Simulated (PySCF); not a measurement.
# Reading the logs of faulty runs: GeH4O2

All numbers below are calculated, not measured. The program is PySCF 2.14.0, an open-source quantum chemistry code, run on an isolated molecule that a program drew, which may never have been made. The molecule is GeH4O2 (charge 0, singlet), drawn as the SMILES string `[OH][GeH2][OH]`.

Each row is a Hartree-Fock (HF) and frozen-core CCSD(T) single point in the cc-pVDZ basis, meant for a local HF minimum. Run 1 is clean. Each other run has one planted mistake out of seven kinds, and not every kind appears here: one electron removed, one electron added, multiplicity raised by two, geometry at a saddle point, minimal basis STO-3G, one bond length entered in bohr, all coordinates scaled. The reference is restricted for singlets and unrestricted otherwise, and also for a bond in bohr. Adding or removing an electron swaps singlet and doublet. Electrons count all cores. HOMO and LUMO are orbital energies over both spins, the gradient is its largest component, and the lowest frequency (negative if imaginary) is given only where the gradient is small. Bond lengths are over the 6 bonds as drawn. T1 is the CCSD diagnostic: over 0.02 (restricted) or 0.045 (unrestricted) a single reference is doubtful. Germanium has the cc-pVDZ-PP basis, with a core potential (ECP10MDF) in place of its 10 inner electrons, and its 3s, 3p and 3d shells are frozen in CCSD(T).

Geometry of the clean run:
```xyz
7
GeH4O2, angstrom
O     0.0610   -0.8536   -0.9852
Ge    0.4238    0.6637   -0.1462
O     0.1213    0.4733    1.5888
H    -0.8388   -1.1418   -0.9247
H     1.8970    0.9110   -0.4317
H    -0.5191    1.7774   -0.5746
H     0.6540   -0.1791    2.0211
```

| run | electrons | basis functions | <S^2> | HOMO (eV) | LUMO (eV) | gradient (hartree/bohr) | lowest frequency (cm^-1) | mean bond (Å) | longest bond (Å) | T1 | HF (hartree) | CCSD(T) (hartree) | mistake |
|---|---|---|---|---|---|---|---|---|---|---|---|---|---|
| 1 | 52 | 71 | 0.000 | -12.53 | 4.31 | 1.5e-05 | 226 | 1.4130 | 1.771 | 0.0128 | -445.47461 | -445.98690 | no fault |
| 2 | 53 | 71 | 0.758 | 3.65 | 9.37 | 4.3e-02 | - | 1.4130 | 1.771 | 0.0167 | -445.32758 | -445.86145 | one electron added |
| 3 | 52 | 71 | 0.000 | -12.51 | 4.19 | 1.9e-02 | - | 1.4412 | 1.807 | 0.0135 | -445.47183 | -445.98834 | all coordinates scaled |
| 4 | 52 | 71 | 0.857 | -9.53 | 1.41 | 8.5e-03 | - | 1.6385 | 2.874 | 0.0410 | -445.36649 | -445.86723 | ? |

**Which mistake was planted in run 4, and what did it cost?**

The mean bond changes by a factor of 1.160 and the longest by 1.623, so the molecule wasn't scaled as a whole. A length L in bohr read as angstrom grows by (1/0.5292 - 1) L = 0.890 L. The 6 bonds together grew by 6 x 0.2255 = 1.353 Å, which gives L = 1.521 Å. That is the length of one of the Ge-H bonds, 1.521 Å in the clean geometry. So the mistake is: one bond length entered in bohr. Subtracting run 1 and multiplying by 627.51 kcal/mol a hartree, the energy moved by 67.8 kcal/mol in HF and 75.1 kcal/mol in CCSD(T).

Cautions from the logs. Run 2: the HOMO is above zero, so the electron isn't bound and the energy depends on the basis.
